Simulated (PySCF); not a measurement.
Cl2Sb, charge +1, multiplicity 1. Atoms are numbered in the order given.

```xyz
3

Sb     0.0000     0.0000     0.5789
Cl     0.0000     1.7250    -0.8683
Cl     0.0000    -1.7250    -0.8683
```
Charge +1, spin multiplicity 1.

Geometry optimised at PBE0-D3(BJ)/def2-TZVP. The multiplicity is an assumed one; other spin states were not compared. The isomer is the one that the SMILES or the coordinates give; other isomers of the formula were not compared. The def2 effective core potentials stand for the cores of Sb; spin–orbit coupling is left out.

Method: PySCF with TDDFT-M06-2X/def2-SVPD.

Vertical excitations. The molecule is in vacuum. State labels are in the subgroup C2v.

Problem. Estimate the UV-visible absorptions. (Estimate from the structure and the level; the computed values follow.)

Solution. 
```csv
state,symmetry,energy (eV),λ (nm),f,main pairs
S1,B1,3.60,344,0.013,HOMO→LUMO 99 %
S2,A2,3.92,316,0.000,HOMO−1→LUMO 99 %
S3,B2,4.72,263,0.033,HOMO−2→LUMO 93 %
S4,B1,5.27,235,0.010,HOMO−4→LUMO 99 %
S5,A1,5.68,218,0.014,HOMO−3→LUMO 91 %
S6,A2,6.14,202,0.000,HOMO−5→LUMO 99 %
S7,B2,6.54,190,0.020,"HOMO−1→LUMO+2 51 %, HOMO→LUMO+1 46 %"
S8,A1,6.76,183,0.056,"HOMO−1→LUMO+1 48 %, HOMO→LUMO+2 38 %, HOMO−4→LUMO+2 9 %"
S9,A2,6.92,179,0.000,HOMO−2→LUMO+2 90 %
S10,A1,7.06,176,0.049,"HOMO→LUMO+2 53 %, HOMO−1→LUMO+1 45 %"
T1,B1,2.50,496,0,HOMO→LUMO 88 %
T2,A2,3.80,326,0,HOMO−1→LUMO 99 %
T3,B2,3.89,319,0,HOMO−2→LUMO 99 %
T4,A1,4.51,275,0,HOMO−3→LUMO 98 %
```
Triplets are in the Tamm–Dancoff approximation, which puts them higher than full response would, so one can lie above its singlet here.
